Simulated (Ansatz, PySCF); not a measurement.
This Ansatz (a first-principles code) input computes a BLYP/def2-TZVPD energy:

Ansatz 0.2 input:
```yaml
crystal:
  periodic: [false, false, false]
  atoms:
    - {symbol: C, position_ang: [-0.76620736, 0.74042944, 0.67423054]}
    - {symbol: C, position_ang: [0.14821181, 0.33594773, -0.16934856]}
    - {symbol: O, position_ang: [0.52424157, -0.95057406, -0.42524233]}
    - {symbol: H, position_ang: [-1.20617544, 1.65582318, 1.02155770]}
    - {symbol: H, position_ang: [0.72267381, 1.03371630, -0.77663788]}
    - {symbol: H, position_ang: [-0.00245760, -1.54321003, 0.12772692]}
basis:
  gaussian:
    orbitals: def2-TZVPD
hamiltonian:
  xc: {name: BLYP}
magnetization: {spin_polarized: true, initial_magnetization: 1}
output: {forces: true}
```

### Question
Write an input for the same energy in PySCF and say what it gives.

### Answer

```python
from pyscf import gto, scf, dft

mol = gto.M(
    atom='''
    C    -0.76620736    0.74042944    0.67423054
    C     0.14821181    0.33594773   -0.16934856
    O     0.52424157   -0.95057406   -0.42524233
    H    -1.20617544    1.65582318    1.02155770
    H     0.72267381    1.03371630   -0.77663788
    H    -0.00245760   -1.54321003    0.12772692
    ''',
    basis='def2-tzvpd',
    charge=0,
    spin=1,
    verbose=4,
)

mf = dft.UKS(mol, xc='blyp').density_fit(auxbasis='def2-universal-jkfit')
mf.grids.level = 3
mf.conv_tol = 1e-9
mf.max_cycle = 100
mf.max_memory = 1500
mf.kernel()
if not mf.converged:
    mf = mf.newton()
    mf.kernel(mf.make_rdm1())
for _ in range(2):
    mo, _, stable, _ = mf.stability(return_status=True)
    if stable:
        break
    mf.kernel(mf.make_rdm1(mo, mf.mo_occ))
mf.analyze()
```
It gives -153.14787 Eh, and Ansatz -153.14780 Eh, a difference of 0.07 mEh, from the treatment of integrals and grids.

It need not be the lowest isomer of its formula.
